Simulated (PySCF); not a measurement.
**Radial density of Cs⁺ (caesium, charge +1)**

UHF, [Xe], closed-shell 1S. All numbers are calculated (PySCF 2.14, the spin-free X2C one-electron Hamiltonian (Gaussian nucleus), in Sapporo-DKH3-DZP-2012 (8s6p3d, 41 functions)).

| r (bohr) | 4πr²ρ (e/bohr) |
| --- | --- |
| 0.0206 | 71.21 |
| 0.0347 | 62.17 |
| 0.0584 | 81.47 |
| 0.0982 | 87.75 |
| 0.165 | 68.11 |
| 0.278 | 71.41 |
| 0.467 | 26.54 |
| 0.786 | 27.42 |
| 1.32 | 7.836 |
| 2.22 | 3.927 |
| 3.74 | 0.3595 |
| 6.29 | 0.002290 |

Densities and radii are taken from the X2C orbitals without a picture-change correction, which distorts them close to the nucleus.

Spin-orbit coupling, which splits the p, d and f shells strongly at this Z, is absent.
